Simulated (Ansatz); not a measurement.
`[AlH2][NH][SiH3]` + `[OH][AlH][I]` → `O[SiH2][NH][AlH2]` + `[AlH2][I]` at 700 K and 1 bar (redistribution).

Isolated molecules relaxed with PBE0-D4/def2-TZVP in Ansatz; ΔE leaves out vibrations. CCSD(T)/CBS adds triple-zeta CCSD(T) − MP2 to the extrapolated MP2 energy (def2 sets, frozen cores). def2 core potentials past Kr. For I outer-core shells are correlated without core-valence functions, which leaves a few kJ/mol of doubt a bond. One conformer a species, not always the lowest.

```tsv
species	CCSD(T)/CBS energy (Eh)	H − E (kJ/mol)	S (J/(mol·K))
`[AlH2][NH][SiH3]`	-589.44550	212.2	417.7
`[OH][AlH][I]`	-615.94705	104.2	377.1
`O[SiH2][NH][AlH2]`	-664.68190	241.0	466.5
`[AlH2][I]`	-540.69638	73.4	325.0
```

H − E and S are ideal-gas, rigid-rotor, harmonic terms from PBE0-D4/def2-TZVP, for one conformer and one mirror image of each species. 1 Eh = 2625.50 kJ/mol, R = 8.31446 J/(mol·K).

Question: By hand: ΔE, ΔH, ΔS and ΔG.

Answer: ΔE = (-664.68190) + (-540.69638) − (-589.44550) − (-615.94705) = 0.01427 Eh = 37.5 kJ/mol. Δ(H − E) = 241.0 + 73.4 − 212.2 − 104.2 = -2.0, so ΔH = 35.5 kJ/mol. ΔS = 466.5 + 325.0 − 417.7 − 377.1 = -3.3 J/(mol·K). ΔG = 35.5 − 700 × (-3.3)/1000 = 37.8 kJ/mol.

Question: By hand: the equilibrium constant, and the temperature at which ΔG would vanish if ΔH and ΔS stayed fixed.

Answer: log₁₀ K = −ΔG/(RT ln 10) = -2.8. ΔH and −TΔS have one sign here, so there is no such temperature. One of them is within its doubt of zero, so this could turn.

The number of gas molecules stays the same, so ΔS is small and ΔH decides. A doubt of 5 kJ/mol in ΔE shifts log₁₀ K by 0.4 here. Other conformers and mirror images would add mixing entropy, several J/(mol·K) or more a flexible species. Modes under 60 cm⁻¹, often nearly free rotors, make the harmonic entropy too high. These are equilibria of isolated gas molecules and say nothing of rates. Largest T1 diagnostic: 0.012 (customary marks: 0.02 for closed shells, 0.045 for open ones).
